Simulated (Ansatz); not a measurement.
`CN[Si](F)(F)Cl` + `BO` → `OB[Si](F)(F)Cl` + CH₃NH₂ at 400 K and 1 bar (formal exchange of groups at the Si–N bond).

Isolated molecules relaxed with PBE0-D4/def2-TZVP in Ansatz; ΔE leaves out vibrations. CCSD(T)/CBS is the MP2 limit (def2-TZVPP, def2-QZVPP) plus CCSD(T) − MP2 in def2-TZVPP, frozen cores. This one scheme is used for every species. One conformer a species, not always the lowest.

```
         species  CCSD(T)/CBS energy (Eh)  H − E (kJ/mol)  S (J/(mol·K))
`CN[Si](F)(F)Cl`              -1043.83156           201.4          409.4
            `BO`               -101.80414           108.2          244.0
`OB[Si](F)(F)Cl`              -1049.84519           129.6          402.4
          CH₃NH₂                -95.75281           185.4          256.0
```

H − E and S are ideal-gas, rigid-rotor, harmonic terms from PBE0-D4/def2-TZVP, for one conformer and one mirror image of each species. 1 Eh = 2625.50 kJ/mol, R = 8.31446 J/(mol·K).

Q: By hand: ΔE, ΔH, ΔS and ΔG.

A: ΔE = (-1049.84519) + (-95.75281) − (-1043.83156) − (-101.80414) = 0.03770 Eh = 99.0 kJ/mol. Δ(H − E) = 129.6 + 185.4 − 201.4 − 108.2 = 5.4, so ΔH = 104.4 kJ/mol. ΔS = 402.4 + 256.0 − 409.4 − 244.0 = 5.0 J/(mol·K). ΔG = 104.4 − 400 × (5.0)/1000 = 102.4 kJ/mol.

Q: By hand: the equilibrium constant, and the temperature at which ΔG would vanish if ΔH and ΔS stayed fixed.

A: log₁₀ K = −ΔG/(RT ln 10) = -13.4. ΔG = 0 at ΔH/ΔS = 20880 K, far beyond where these terms or the molecules hold.

The number of gas molecules stays the same, so ΔS is small and ΔH decides. A doubt of 5 kJ/mol in ΔE shifts log₁₀ K by 0.7 here. Other conformers and mirror images would add mixing entropy, several J/(mol·K) or more a flexible species. Modes under 60 cm⁻¹, often nearly free rotors, make the harmonic entropy too high. These are equilibria of isolated gas molecules and say nothing of rates. Largest T1 diagnostic: 0.014 (customary marks: 0.02 for closed shells, 0.045 for open ones).
